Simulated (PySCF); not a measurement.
C7H6F4.
SMILES: `C[C@@H](C#CCF)C(F)=C(F)F`

Torsions of this conformer, `[CH3:1][C@@H:2]([C:3]#[C:4][CH2:5][F:6])[C:7]([F:8])=[C:9]([F:10])[F:11]`: C1–C2–C7–F8 91°.

The closed-shell ground state was solved at several levels (PySCF, density fitting, gas phase, non-relativistic). One conformer (not necessarily the lowest) at the PBE0-D3(BJ)/def2-SVP geometry, without solvent, vibrations or thermal averaging.

```
            level  basis functions  HOMO (eV)  LUMO (eV)  gap (eV)  dipole (D)
    PBE0/pcSseg-1              217      -7.31       0.10      7.41        1.28
wB97X-D/def2-SVPD              280      -9.30       1.72     11.02        1.23
      HF/pcSseg-2              480     -10.31       2.46     12.77        1.34
```

(1) Estimate the row for B3LYP/pcJ-1, a basis of 357 functions; the other rows only guide the guess.

(2) Over all these levels, which gives the widest orbital gap and which the narrowest?

(3) How far do the dipole and the HOMO energy spread over the levels?

Results:

(1) HOMO -7.10 eV, LUMO -0.12 eV, gap 6.98 eV, dipole 1.24 D.

(2) HF/pcSseg-2 (Hartree–Fock, all exact exchange) has the widest, 12.77 eV, and B3LYP/pcJ-1 (global hybrid, 20 % exact exchange) the narrowest, 6.98 eV. Functional and basis both differ between the two, so the spread mixes both effects. The HOMO need not be the same orbital at Hartree–Fock and at DFT levels.

(3) The dipole runs from 1.23 to 1.34 D (mean 1.27 D) and the HOMO from -10.31 to -7.10 eV.
